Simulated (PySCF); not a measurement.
C2H5O2, charge +1. Atoms are numbered in the order given.

```xyz
9

C     -1.4090     0.1513     0.0891
C      0.0545    -0.0211    -0.0105
O      0.5501    -0.4054    -1.1211
O      0.8815     0.2196     0.9425
H     -1.6428     1.2005    -0.1755
H     -1.9150    -0.4996    -0.6364
H     -1.7697    -0.0399     1.1099
H      1.5304    -0.4657    -1.1210
H      0.4718     0.5098     1.7807
```
Charge +1, spin multiplicity 1.

The structure is a stationary point at B3LYP-D3(BJ)/def2-SVP. The isomer is the one that the SMILES or the coordinates give; other isomers of the formula were not compared. The values are those of a single conformer.

Computed with M06-2X/def2-TZVPD (PySCF).

Gas-phase values at a fixed geometry.

The total energy comes out as -229.40030 hartree, the highest occupied level is -18.70 eV and the lowest empty level is -6.32 eV. The orbital gap comes out as 12.38 eV. The dipole moment about the centre of nuclear charge comes out as 1.59 D and the mean static polarisability comes out as 30.2 bohr³ (4.48 Å³). The polarisability, principal values is 22.8, 32.9, 35.0 bohr³.
